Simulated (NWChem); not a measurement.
# Basis-set convergence for H₅ClW

```xyz
7

W     -0.4211     0.0360     0.0000
Cl     1.9641    -0.2580     0.0000
H      0.2704     1.2411    -0.9212
H     -1.3664     0.4301    -1.3743
H     -0.0331    -1.6174     0.0000
H      0.2704     1.2411     0.9212
H     -1.3664     0.4301     1.3743
```
Charge 0, spin multiplicity 1.

All runs are NWChem calculations. All single points use one geometry, from B3LYP/def2-SVP with def2 effective core potentials on W, a minimum by its harmonic frequencies.

Quantity: LUMO energy at the level PBE0.

Effective core potentials replace the inner electrons of W; spin-orbit coupling is left out. The structure started from a generated list of species.

Costs are rough ratios of processor time within this set of runs, SCF included, with def2-SVP as 1.

```csv
basis,functions,LUMO energy (eV),relative cost
def2-SVP,75,-3.52,1
def2-SVPD,102,-3.60,under 3
def2-TZVP,107,-3.58,3
def2-TZVPD,134,-3.58,5
def2-TZVPP,168,-3.55,8
```

Smallest basis within 0.2 eV of def2-TZVPP, the largest set run: def2-SVP, with 75 functions against 168 and about 10 % of the time (also within reach: def2-SVPD, def2-TZVP, def2-TZVPD). def2-TZVPP isn't the basis-set limit itself, and a small set can land close by cancellation.
